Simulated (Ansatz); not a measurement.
Consider the ligand exchange at a B–O bond: `BO[C](=O)[GeH3]` + `[NH2][GaH2]` → `B[NH][GaH2]` + `O=[C](O)[GeH3]`.

Program: Ansatz. Geometries: PBE0-D4/def2-TZVP. ΔE: electronic, gas phase. CCSD(T)/CBS adds triple-zeta CCSD(T) − MP2 to the extrapolated MP2 energy (def2 sets, frozen cores). Functionals use def2-TZVPP. B3LYP here is the variant with VWN-RPA as its local correlation; programs differ in this. HSE06 is defined as in plane-wave codes. For Ga, Ge outer-core shells are correlated without core-valence functions, which leaves a few kJ/mol of doubt a bond. Scalar relativity is left out up to krypton. One conformer a species, not always the lowest.

```csv
level,ΔE (kJ/mol),difference from CCSD(T)/CBS
LDA (SPW92),-33.9,-9.8
PBE-D4,-32.8,-8.7
revPBE-D4,-32.6,-8.5
BLYP-D4,-26.4,-2.3
B97M-V,-28.5,-4.4
PBE0-D4,-32.6,-8.5
B3LYP-D4,-26.7,-2.6
r2SCANh-D4,-29.0,-4.9
r2SCAN0-D4,-29.4,-5.3
HSE06-D4,-32.9,-8.8
BHLYP-D4,-25.8,-1.7
CAM-B3LYP-D4,-25.0,-0.9
ωB97X-V,-26.6,-2.5
ωB97M-V,-28.2,-4.1
B2PLYP,-26.4,-2.3
PBE-QIDH,-30.8,-6.7
PBE,-32.9,-8.8
revPBE,-32.6,-8.5
r2SCAN,-28.8,-4.7
PBE0,-32.8,-8.7
B3LYP,-26.7,-2.6
r2SCANh,-29.2,-5.1
r2SCAN0,-29.6,-5.5
HSE06,-33.0,-8.9
BHLYP,-25.4,-1.3
CAM-B3LYP,-25.2,-1.1
LC-ωPBE,-28.5,-4.4
RPA@PBE/def2-TZVPP,-25.3,-1.2
HF/def2-SVP,-25.8,-1.7
MP2/def2-SVP,-30.2,-6.1
CCSD/def2-SVP,-26.9,-2.8
CCSD(T)/def2-SVP,-26.8,-2.7
HF/def2-TZVPP,-21.3,2.8
SCS-MP2/def2-TZVPP,-26.2,-2.1
CCSD/def2-TZVPP,-26.0,-1.9
CCSD(T)/def2-TZVPP,-26.6,-2.5
HF/def2-QZVPP,-20.1,4.0
SCS-MP2/def2-QZVPP,-24.5,-0.4
HF/CBS(def2),-19.9,4.2
CCSD/CBS(def2),-23.5,0.6
CCSD(T)/CBS,-24.1,0
```

Largest T1 diagnostic among the species: 0.015.

Leaving LDA and LC-ωPBE aside and taking each functional with its dispersion term where it has one, the values spread over 7.9 kJ/mol, from HSE06-D4 to CAM-B3LYP-D4. In def2-TZVPP, CCSD(T) changes the Hartree–Fock value by −5.3 kJ/mol (the triples alone add −0.6 kJ/mol) and MP2 by −7.4 kJ/mol.
